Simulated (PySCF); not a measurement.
A GIAO shielding run with PySCF (density fitting, non-relativistic, gas phase) on SMILES CCC[Si@H](N)[SiH](F)F, C₃H₁₁F₂NSi₂:

```
$ OMP_NUM_THREADS=1 python probes_run.py task.json out

{"job": {"kind": "nmr", "xc": "PBE0", "basis": "pcSseg-1"}, "charge": 0, "multiplicity": 1}
C     -2.953745     0.348113     0.661688
C     -1.727152    -0.380104     0.123747
C     -0.488905     0.509012     0.123857
Si     1.041237    -0.342277    -0.618796
N      1.406490    -1.680020     0.409368
Si     2.908940     0.976269    -0.517080
F      4.147644     0.169070    -1.152637
F      2.789731     2.175323    -1.580261
H     -3.821656    -0.308066     0.665815
H     -3.180599     1.215669     0.045197
H     -2.776169     0.689664     1.679568
H     -1.537990    -1.263764     0.736959
H     -1.929439    -0.723569    -0.893080
H     -0.713625     1.417154    -0.438720
H     -0.284980     0.824671     1.148788
H      0.676712    -0.725728    -2.007263
H      2.265754    -2.189985     0.281015
H      0.673142    -2.316897     0.675796
H      3.494806     1.614714     0.648576
```

Hardware: 1 thread of an Arm Neoverse N1, shared host. The job also computes population analyses, field gradients.

Task: How large is the calculation?

Result: 82 electrons, 205 basis functions and 1107 auxiliary functions.

Task: How long does it take, and how much memory does it need?

Result: 72 s of wall time, with 12 SCF cycles and 4 response iterations; peak memory 0.92 GiB. Times on a shared host scatter by some tens of per cent.
